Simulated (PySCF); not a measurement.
A GIAO shielding run with PySCF 2.14 (density fitting, non-relativistic, gas phase) on `[C@@H]1([SiH3])[P@](C)(=O)CCC1`, C$_{5}$H$_{13}$OPSi:

```
$ OMP_NUM_THREADS=1 python probes_run.py task.json out

{"job": {"kind": "nmr", "xc": "PBE0", "basis": "pcSseg-1"}, "charge": 0, "multiplicity": 1}
C     -1.877659    -1.559239    -0.172843
P     -0.629765    -0.372395    -0.804422
O     -0.283932    -0.603236    -2.212757
C     -1.235206     1.337345    -0.442857
C     -0.415653     1.801105     0.756308
C      0.966255     1.163840     0.610566
C      0.753578    -0.333812     0.408416
Si     2.260353    -1.285037    -0.245946
H     -2.736323    -1.525255    -0.841743
H     -1.442779    -2.556626    -0.217176
H     -2.184965    -1.331392     0.843418
H     -1.008576     1.932020    -1.331064
H     -2.310116     1.379098    -0.266841
H     -0.350400     2.889793     0.799729
H     -0.877234     1.452108     1.683320
H      1.456197     1.584355    -0.271828
H      1.595067     1.366062     1.479627
H      0.396218    -0.774106     1.343777
H      3.319056    -1.117432     0.756721
H      2.697518    -0.730528    -1.521105
H      1.899446    -2.699726    -0.353772
```

Hardware: 1 thread of an Arm Neoverse V2, shared host. The job also computes population analyses, field gradients, ring-centre shieldings.

Task: How large is the calculation?

Result: 80 electrons, 215 basis functions and 1160 auxiliary functions.

Task: How long does it take?

Result: 53 s of wall time, with 14 SCF cycles and 4 response iterations. Times on a shared host scatter by some tens of per cent.
